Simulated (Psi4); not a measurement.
CH2O, charge +1, doublet, at a GFN2-xTB geometry (a state made from the parent by changing its charge; the spin is typed, not shown lowest). Base run: PBE0/3-21G (Psi4).

Geometry (Å):
```xyz
4

O     -0.0328     0.0156     0.6600
C      0.0243    -0.0116    -0.4878
H      0.0348     0.8771    -1.1991
H      0.0822    -0.9328    -1.1538
```
Charge +1, spin multiplicity 2.
Orbitals are unrestricted.
All else is at Psi4's defaults (density fitting, Cartesian functions).
Base energy -113.33083 Eh.

Each row names what was changed in the base input (with any setting that the change needs).

| change | ΔE vs base (mEh) | SCF cycles | grid points | basis functions |
|---|---|---|---|---|
| base | 0.000 | 10 | 86280 | 22 |
| dft_spherical_points = 110 | -0.037 | 10 | 31438 | 22 |
| level_shift = 0.3 | 0.000 | 10 | 86280 | 22 |
| dft_radial_scheme = mura | 0.000 | 10 | 87134 | 22 |
| e_convergence = 1e-4 | 0.000 | 10 | 86280 | 22 |
| basis_guess = true | 0.000 | 1 | 86280 | 22 |
| level_shift = 1.0 | 0.000 | 10 | 86280 | 22 |
| cholesky_tolerance = 1e-6 (with scf_type cd) | 0.035 | 10 | 86280 | 22 |
| dft_spherical_points = 434 | 0.001 | 10 | 124010 | 22 |
| scf_type = direct | 0.035 | 13 | 86280 | 22 |
| dft_radial_scheme = multiexp | 0.000 | 10 | 90305 | 22 |
| d_convergence = 1e-10 | 0.000 | 13 | 86280 | 22 |
| diis_max_vecs = 3 | 0.000 | 12 | 86280 | 22 |

Open shells are given as the SCF converged; they aren't shown to be the lowest states, and a large step between rows can be another state.
